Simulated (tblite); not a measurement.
Species: C2H11NO3Si3.
Cartesian coordinates in Å at the GFN2-xTB level; atoms count from 1:
```
atom  x, y, z in Å
C1    -2.951    0.176   -1.097
N2    -2.023    0.862   -0.229
Si3   -1.047    0.019    0.892
O4    -0.193    1.159    1.675
Si5    1.411    1.280    1.864
O6     2.151    0.088    1.050
Si7    1.556   -1.099    0.105
C8     2.243   -0.938   -1.645
O9    -0.066   -0.968    0.056
H10   -3.175    0.793   -1.968
H11   -2.486   -0.749   -1.428
H12   -3.890   -0.072   -0.590
H13   -2.379    1.757    0.071
H14   -1.664   -0.817    1.918
H15    1.691    1.060    3.274
H16    1.813    2.535    1.252
H17    1.843   -2.341    0.816
H18    3.325   -1.017   -1.639
H19    1.858   -1.730   -2.279
H20    1.979    0.013   -2.102
```

All values are computed: GFN2-xTB (tblite) harmonic vibrations without scaling, gas phase. Against measured fundamentals such values can be off by several per cent, at times by over 20. Modes of hydrogen on silicon can be 10 to 20 % off. One conformer, not necessarily the lowest.

Harmonic wavenumbers (cm⁻¹): 37.1, 47.9, 75.0, 82.3, 88.2, 152.5, 161.9, 174.6, 217.8, 240.9, 274.3, 309.2, 317.7, 413.8, 536.6, 585.6, 593.3, 614.1, 628.7, 640.1, 650.0, 680.3, 727.2, 738.2, 775.2, 785.2, 809.0, 829.2, 844.1, 865.4, 946.3, 1041.5, 1051.0, 1063.6, 1115.0, 1165.4, 1357.7, 1367.7, 1415.5, 1471.5, 1481.9, 1490.0, 1500.0, 2282.3, 2292.0, 2321.8, 2341.1, 2912.8, 2980.6, 3030.5, 3045.1, 3056.2, 3058.7, 3449.9.

A = 1387, B = 865.6, C = 605.7 MHz; mass 181.005 u (most abundant isotopes); point group C1, symmetry number 1.

Zero-point energy?

½Σν̃ = 30567 cm⁻¹ = 87.39 kcal/mol.

What is S at 273.15 K and 1 bar for an ideal gas of classical rigid rotors and harmonic oscillators?

Translation 41.08, rotation 30.21, vibration 40.56: S = 111.8 cal/(mol K).

And Cp and H(273.15 K) − H(0)?

Cp = 46.42 cal/(mol K), of which vibrations give 38.47 (their classical limit is 54 R = 107.3); H(273.15 K) − H(0) = 7.80 kcal/mol without the zero-point energy, 5.62 from vibrations.

What must be added to the electronic energy to get the Gibbs energy at 273.15 K and 1 bar?

ZPE + [H(273.15 K) − H(0)] − T·S = 87.39 + 7.80 − 30.55 = 64.64 kcal/mol.

Blend soft modes into free rotors: weight 1/[1 + (100 cm⁻¹/ν̃)⁴] for the oscillator and the rest for a rotor with moment μB/(μ + B), μ = h/(8π²ν), B = 10⁻⁴⁴ kg m². What vibrational entropy results?

36.46 cal/(mol K) in place of 40.56, which changes −T·S at 273.15 K by +1.12 kcal/mol.

Hindered rotation and anharmonicity are outside this model. Other conformers, if any are populated, would add a mixing term that is left out. The structure is chiral; the term R ln 2 for an equal mix with its mirror image is left out.
